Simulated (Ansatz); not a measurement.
The same atomization along the group F, Cl, Br.

Gas-phase electronic energies from Ansatz, PBE0-D4/def2-TZVP geometries. CCSD(T)/CBS adds triple-zeta CCSD(T) − MP2 to the extrapolated MP2 energy (def2 sets, frozen cores). This one scheme is used for every species, atoms too. For atomizations the MP2-based limit and the directly extrapolated one differ by several kJ/mol either way, and by 10 to 25 for some Ge, Se and Sn compounds, so smaller differences from it don't rank the levels. Functionals use def2-TZVPP. Open shells (•) are unrestricted, without spin–orbit coupling. Spin–orbit coupling would lower the free atoms: a little for C, Cl, F, O; clearly for Br; strongly for Sn. Elements past krypton have def2 core potentials. Bonds to Br, Sn are less sure, by a few kJ/mol each and by 10 to 20 or more in all where they break to atoms, as the def2 sets lack core-valence functions. Scalar relativity is left out up to krypton. Each species was taken in one conformer, which may not be the lowest.

| reaction | CCSD(T)/CBS(def2) (kJ/mol) |
| --- | --- |
| `[CH3][SnH]([OH])[F]` → C• + F• + 5 H• + O• + Sn• | 3079 |
| `[CH3][SnH]([OH])[Cl]` → C• + Cl• + 5 H• + O• + Sn• | 2971 |
| `[CH3][SnH]([OH])[Br]` → C• + Br• + 5 H• + O• + Sn• | ? |

Task: Fill in the missing values. (Best estimate.)

Result: The calculation gave: `[CH3][SnH]([OH])[Br]` → C• + Br• + 5 H• + O• + Sn•: +2935.5 kJ/mol.

Largest T1 diagnostic: 0.013, for `[CH3][SnH]([OH])[F]`.
